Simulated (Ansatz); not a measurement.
Gas-phase electronic energies from Ansatz, PBE0-D4/def2-TZVP geometries. CCSD(T)/CBS adds triple-zeta CCSD(T) − MP2 to the extrapolated MP2 energy (def2 sets, frozen cores). This one scheme is used for every species. DFT in def2-TZVPP. For Br, Ge outer-core shells are correlated without core-valence functions, which leaves a few kJ/mol of doubt a bond. Scalar relativity is left out up to krypton.

Consider the cleavage of the Ge–Si bond: `[CH3][GeH]([F])[SiH3]` + HBr → `[CH3][GeH]([F])[Br]` + SiH₄.

`[CH3][GeH]([F])[SiH3]`:

```xyz
11

C    -0.182   -1.794    0.235
Ge   -0.626    0.079    0.513
F    -0.239    0.410    2.194
Si    0.669    1.624   -0.766
H     0.885   -1.954    0.393
H    -0.439   -2.096   -0.782
H    -0.743   -2.411    0.939
H    -2.147    0.319    0.404
H     2.116    1.373   -0.536
H     0.336    3.019   -0.382
H     0.369    1.430   -2.211
```

HBr:

Z-matrix (Å, degrees):
```
Br
H 1 1.420
```

`[CH3][GeH]([F])[Br]`:

Z-matrix (Å, degrees):
```
C
Ge 1 1.928
H 1 1.090 2 109.9
H 1 1.090 2 109.1 3 119.8
H 1 1.091 2 109.5 3 -120.4
F 2 1.736 1 107.4 3 -177.7
Br 2 2.297 1 110.2 3 -62.7
H 2 1.532 1 118.1 3 62.4
```

SiH₄:

```xyz
5

Si    0.000    0.000    0.000
H    -1.374   -0.048    0.560
H     0.028   -0.708   -1.305
H     0.941   -0.659    0.940
H     0.405    1.415   -0.196
```

```csv
level,ΔE (kJ/mol)
revPBE-D4,-72.6
r2SCANh,-83.2
```

Problem. What does CCSD(T)/CBS give? (Best estimate.)

Solution. The calculation gave: -81.1 kJ/mol. The listed levels differ from it by 8.5, -2.1 kJ/mol.

Largest T1 diagnostic among the species: 0.012.

From PBE to PBE0 (25 % exact exchange), in def2-TZVPP and without D4, ΔE moves by −5.3 kJ/mol. In def2-TZVPP, CCSD(T) changes the Hartree–Fock value by +20.5 kJ/mol (the triples alone add +1.1 kJ/mol) and MP2 by +12.8 kJ/mol.
